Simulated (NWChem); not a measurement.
Species: MoH6O; SMILES [OH][MoH5]

```xyz
8

Mo     0.0535    -0.2541     0.0000
O      0.0636     1.5952     0.0000
H     -0.6747     2.2154     0.0000
H      0.6637    -0.8999    -1.4304
H     -0.9245    -1.2202    -0.9169
H     -1.5590    -0.0644     0.0000
H      0.6637    -0.8999     1.4304
H     -0.9245    -1.2202     0.9169
```
Atoms are numbered in this order, from 1.

Computed with NWChem. Geometry: optimised at PBE0/def2-SVP (def2 core potentials past Kr).

For level PBE/3-21G, non-relativistic:

```yaml
highest occupied level (eV): -6.54
orbital gap (eV): 3.31
dipole (D): 1.92
```

Problem. What are these values for level PBE/STO-3G, non-relativistic?

Solution. 
| Property | Result |
|---|---|
| highest occupied level (eV) | -3.39 |
| orbital gap (eV) | 3.95 |
| dipole (D) | 2.56 |
